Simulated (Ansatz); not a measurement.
Consider the hydrogenolysis of a C–Ge bond: `C#[C][GeH]([F])[F]` + H₂ → acetylene + `[F][GeH2][F]`.

Isolated molecules relaxed with PBE0-D4/def2-TZVP in Ansatz; ΔE leaves out vibrations. CCSD(T)/CBS is the MP2 limit (def2-TZVPP, def2-QZVPP) plus CCSD(T) − MP2 in def2-TZVPP, frozen cores. This one scheme is used for every species. DFT in def2-TZVPP. HSE06 is defined as in plane-wave codes. For Ge outer-core shells are correlated without core-valence functions, which leaves a few kJ/mol of doubt a bond. Scalar relativity is left out up to krypton.

`C#[C][GeH]([F])[F]`:

Cartesian coordinates in Å:
```
C 0.061 1.516 -1.355
C 0.024 0.612 -0.561
Ge -0.038 -0.841 0.627
F 1.366 -0.785 1.620
F -1.354 -0.597 1.707
H 0.094 2.323 -2.051
H -0.153 -2.228 0.013
```

H₂:

Cartesian coordinates in Å:
```
H 0.151 0.050 0.338
H -0.151 -0.050 -0.338
```

`C#C`:

```xyz
4

C    -0.034   -0.135    0.582
C     0.034    0.135   -0.582
H    -0.093   -0.376    1.618
H     0.093    0.376   -1.618
```

`[F][GeH2][F]`:

Cartesian coordinates in Å:
```
F -0.380 -0.694 1.458
Ge 0.043 0.102 -0.012
F -0.338 -1.029 -1.257
H 1.555 0.312 -0.014
H -0.880 1.309 -0.175
```

```tsv
level	ΔE (kcal/mol)
BLYP-D4	-0.3
B97M-V	-1.4
B2PLYP	-0.8
PBE	-1.4
r2SCAN0	-0.8
HSE06	-1.7
CCSD(T)/def2-SVP	-1.4
HF/def2-QZVPP	-4.2
```

What does CCSD(T)/CBS give? (Best estimate.)

Computed: +0.1 kcal/mol. The listed levels differ from it by -0.4, -1.5, -0.9, -1.5, -0.9, -1.8, -1.5, -4.3 kcal/mol.

Largest T1 diagnostic among the species: 0.013.

In def2-TZVPP, CCSD(T) changes the Hartree–Fock value by +4.8 kcal/mol (the triples alone add +1.1 kcal/mol) and MP2 by +6.4 kcal/mol. From r2SCAN to r2SCAN0 (25 % exact exchange), in def2-TZVPP and without D4, ΔE moves by −0.7 kcal/mol.

CCSD(T)/CBS has its own doubt, a few kJ/mol and more with outer-core shells, so smaller differences from it don't rank the levels.
